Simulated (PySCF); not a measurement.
**Molecular orbitals of SiSb**

PBE0 at R = 2.378 Å; PySCF, scalar-relativistic core potentials, basis sets Si cc-pV(T+d)Z, Sb cc-pVTZ-PP with ECP28. State: ²Π (doublet), unpaired electrons π ↑. Only the outer orbitals are listed, counted within each symmetry, core potentials removing the inner ones.

| spin | orbital | occ. | ε (eV) | on Si (%) | main shells (%) |
| --- | --- | --- | --- | --- | --- |
| α | 7σ | 1 | -15.88 | 30 | 67 Sb s, 24 Si s |
| α | 8σ | 1 | -11.36 | 62 | 61 Si s, 26 Sb s, 10 Sb p |
| α | 4π | 1 | -7.02 | 32 | 66 Sb p, 30 Si p |
| α | 9σ | 1 | -6.57 | 52 | 44 Sb p, 42 Si p, 10 Si s |
| α | 4π | 1 | -6.34 | 34 | 65 Sb p, 32 Si p |
| α | 5π | 0 | -2.75 | 67 | 66 Si p, 31 Sb p |
| α | 5π | 0 | -2.25 | 65 | 65 Si p, 32 Sb p |
| α | 10σ | 0 | 0.67 | 54 | 67 Si p, 63 Sb p |
| β | 7σ | 1 | -15.19 | 32 | 64 Sb s, 27 Si s |
| β | 8σ | 1 | -11.00 | 61 | 60 Si s, 29 Sb s, 10 Sb p |
| β | 9σ | 1 | -6.42 | 52 | 44 Sb p, 43 Si p, 9 Si s |
| β | 4π | 1 | -6.13 | 40 | 58 Sb p, 38 Si p |
| β | 4π | 0 | -4.29 | 41 | 59 Sb p, 39 Si p |
| β | 5π | 0 | -2.19 | 59 | 58 Si p, 38 Sb p |
| β | 5π | 0 | -1.79 | 59 | 58 Si p, 39 Sb p |

Problem. Which are the highest filled and the lowest empty level, where do they sit, and how wide is the gap?

Solution. Highest filled β 4π at -6.13 eV (in %: 58 Sb p, 38 Si p); lowest empty β 4π at -4.29 eV (in %: 59 Sb p, 39 Si p); the gap at PBE0 is 1.84 eV. Both belong to one degenerate shell, split only by its one-sided filling, so this is no excitation gap.

```
bond order (Mayer)                               : 2.29
⟨S²⟩                                             : 0.758
charge on Si (Mulliken, basis-dependent)         : 0.03
charge on Si (Löwdin, basis-dependent)           : -0.01
dipole moment (positive dipole means Si(−)Sb(+)) : 0.06 D
polarisability along the bond                    : 119.7 bohr³
polarisability across the bond                   : 60.9 bohr³
```

Spin–orbit coupling is left out. The state is the lowest determinant that a PBE0 search found; another state may lie lower at other levels.
